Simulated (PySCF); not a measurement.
**Static response to an electric field**

Compound: C5H8F2Si.
Structure used (GFN2-xTB), in Å, numbered top down from 1:
```xyz
16
C5H8F2Si angstrom
C     -1.198   -2.102    0.574
C     -0.759   -1.162   -0.242
C      0.038    0.022    0.199
Si     1.905   -0.314   -0.179
C     -0.383    1.261   -0.493
F     -0.413    1.190   -1.844
C     -0.700    2.430    0.049
F     -0.697    2.596    1.384
H     -1.757   -2.950    0.216
H     -1.020   -2.058    1.636
H     -0.947   -1.222   -1.305
H     -0.081    0.177    1.273
H      2.259   -1.539    0.534
H      2.664    0.840    0.303
H      2.061   -0.479   -1.622
H     -0.980    3.318   -0.494
```

Level: B3LYP/def2-SVPD (PySCF), static field, nuclei fixed, core orbitals frozen in the response. The polarisability tensor in these axes (au):

```
x    87.95   0.60  -4.46
y     0.60 107.19  -2.37
z    -4.46  -2.37  79.46
```

**Question.** Diagonalise the tensor; give its mean and Δα, where Δα² is half the sum of the squared differences of the eigenvalues.

**Answer.** Principal values 77.41, 89.74 and 107.44 au; mean 91.53 au = 13.56 Å³ = 15.09 × 10⁻⁴⁰ C²·m²/J; Δα = 26.14 au (29 % of the mean).

**Question.** What is the dipole moment, and where does it point?

**Answer.** (0.29, -0.58, 0.11) D, 0.66 D in size, pointing from the negative to the positive side. Measured along this direction, the outermost atoms are H16 at the negative end and H13 at the positive end.

**Question.** How large is μ²/3kT at 298 K beside α?

**Answer.** In Gaussian units μ²/3kT = 3.57 Å³ against 13.56 Å³, a ratio of 0.26; the Debye molar polarisation (4π/3)N_A(α + μ²/3kT) is 43.2 cm³/mol, leaving out the vibrational part.

**Question.** Rayleigh depolarisation ratio (linearly polarised light, static tensor)?

**Answer.** ρ = 3Δα²/(45ᾱ² + 4Δα²) = 2049.8/(376997 + 2733.0) = 0.0054.

**Question.** Molar refractivity from α?

**Answer.** Lorentz–Lorenz: R = (4π/3)N_A α = 2.5225 cm³/(mol·Å³) × 13.56 Å³ = 34.2 cm³/mol, in the limit of long wavelengths.

**Question.** Refractivity n − 1 of an ideal gas of it at 350 K and 1 atm, from the electronic α?

**Answer.** N = p/kT = 2.0968 × 10¹⁹ cm⁻³, so n − 1 = 2π × N × 13.56 × 10⁻²⁴ cm³ = 1787 × 10⁻⁶ at long wavelengths.

One conformer (not necessarily the lowest) at the GFN2-xTB geometry, without solvent, vibrations or thermal averaging.
